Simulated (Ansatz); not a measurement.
Cs₃F₂, 5 atoms. Hardware: 4 threads of Arm Neoverse V1 on a shared host.

In the def2 sets Cs takes a core potential; there is no spin–orbit coupling. Correlated methods freeze 2 core orbitals; core or outer-core shells of Cs are correlated, in sets that lack core-valence functions.

(1) How many basis functions does each of these Ansatz runs have, and roughly what does it cost? ωB97M-V/def2-TZVP, charge 0 doublet, energy, from earlier orbitals; PBE-D4/def2-SVP, charge 0 doublet, energy, from earlier orbitals; r2SCANh-D4/def2-TZVP, charge 0 doublet, energy, from earlier orbitals; ωB97M-V/def2-TZVP, charge 0 quartet, energy, from earlier orbitals; PBE-D4/def2-TZVP, charge 0 doublet, relaxation, 13 steps; PBE-D4/def2-TZVP, charge 0 doublet, frequencies; PBE0-D4/def2-TZVP, charge 0 quartet, energy, from earlier orbitals; r2SCAN-D4/def2-TZVP, charge 1 triplet at the geometry of the charge 0 doublet, energy, from earlier orbitals; PBE0-D4/def2-SVP, charge 0 quartet, energy with a search over starts; HSE06-D4/def2-TZVP, charge 0 doublet, energy, from earlier orbitals; CCSD(T)/def2-SVP, charge 0 quartet, energy, from earlier orbitals; PBE0-D4/def2-TZVPD, charge -1 singlet at the geometry of the charge 0 doublet, energy, from earlier orbitals.

## Answers

(1) Other jobs shared the machine, so times can vary by a factor of up to 3. A dash marks memory too small to be measured apart from the calling script's.

```
                                                                                                         run  functions  fitting or Cholesky vectors  wall time  peak host memory (GiB)
                                            PBE-D4/def2-SVP, charge 0 doublet, energy, from earlier orbitals        100                         1058      2.8 s                       –
PBE0-D4/def2-TZVPD, charge -1 singlet at the geometry of the charge 0 doublet, energy, from earlier orbitals        176                         1321      3.4 s                       –
                                         HSE06-D4/def2-TZVP, charge 0 doublet, energy, from earlier orbitals        149                         1266      4.9 s                    0.57
                                          PBE0-D4/def2-TZVP, charge 0 quartet, energy, from earlier orbitals        149                         1266      5.5 s                       –
                                       r2SCANh-D4/def2-TZVP, charge 0 doublet, energy, from earlier orbitals        149                         1266       11 s                     0.7
                                        PBE0-D4/def2-SVP, charge 0 quartet, energy with a search over starts        100                          944       12 s                       –
                                          ωB97M-V/def2-TZVP, charge 0 doublet, energy, from earlier orbitals        149                         1266       21 s                     1.2
r2SCAN-D4/def2-TZVP, charge 1 triplet at the geometry of the charge 0 doublet, energy, from earlier orbitals        149                         1266       27 s                    0.62
                                                    PBE-D4/def2-TZVP, charge 0 doublet, relaxation, 13 steps        149                         1266       33 s                       –
                                           CCSD(T)/def2-SVP, charge 0 quartet, energy, from earlier orbitals        100                          944       46 s                     1.3
                                                             PBE-D4/def2-TZVP, charge 0 doublet, frequencies        149                         1266       67 s                       –
                                          ωB97M-V/def2-TZVP, charge 0 quartet, energy, from earlier orbitals        149                         1266       73 s                     1.4
```
